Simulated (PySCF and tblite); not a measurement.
C7H7NO, numbered as in [CH2:1]=[CH:2][c:3]1[cH:4][c:5]([CH:6]=[CH2:7])[o:8][n:9]1.

The ensemble was built from 90 distance-geometry starts (ETKDG and KDG, MMFF94s, GFN2-xTB) and rests on GFN2-xTB geometries. Energies: PBE0-D3(BJ)/pcSseg-1, with GFN2-xTB thermal terms (modes under about 100 cm⁻¹ blended into free rotors). Symmetry numbers and mirror images are counted. Conformers within 2.5 kcal/mol (GFN2-xTB free energy) were kept, 5 at most. GIAO shieldings: PBE0/pcSseg-1. Shifts are against TMS (¹H), TMS (¹³C), NH3 (¹⁵N) at the same level. Codes: tblite and PySCF.

Torsions listed: C1–C2–C3–N9, O8–C5–C6–C7.

| conformer | shape | symmetry | E(GFN2) kcal/mol | E(DFT) kcal/mol |
| --- | --- | --- | --- | --- |
| 1 | 180°, 0° | Cs | 0.00 | 0.00 |
| 2 | 180°, 180° | Cs | 0.07 | 0.92 |
| 3 | 0°, 0° | Cs | 0.36 | 1.30 |
| 4 | 0°, 180° | Cs | 0.41 | 2.14 |

(1) How much do the weights at 298.15 K and the averaged shift of H4 depend on how the conformers are weighted?

Answers

(1) 
| weighting | 1 (%) | 2 (%) | 3 (%) | 4 (%) | δ (ppm) | rms dipole (D) |
| --- | --- | --- | --- | --- | --- | --- |
| DFT energy with thermal terms, symmetry and mirror images (full scheme) | 72 | 18 | 8 | 2 | 6.55 | 2.96 |
| DFT energy with symmetry and mirror images | 74 | 16 | 8 | 2 | 6.54 | 2.95 |
| bare DFT energy | 74 | 16 | 8 | 2 | 6.54 | 2.95 |
| GFN2-xTB energy with symmetry and mirror images | 34 | 30 | 19 | 17 | 6.58 | 2.97 |
| GFN2-xTB free energy | 32 | 33 | 17 | 18 | 6.60 | 2.98 |
| leading conformer alone | 100 | 0 | 0 | 0 | 6.50 | 2.93 |
| equal weights | 25 | 25 | 25 | 25 | 6.53 | 2.94 |
| full scheme, search stopped after three starts | 0 | 0 | 78 | 22 | 6.18 | 2.74 |

The largest departure from the full scheme, 0.38 ppm, comes with: full scheme, search stopped after three starts.


¹⁵N shifts are against a computed isolated NH3 molecule, about 20 ppm from the liquid.

Conformer gaps in pcSseg-1 on xTB geometries can be 2 kcal/mol off for S=O, P=O and other polar bonds.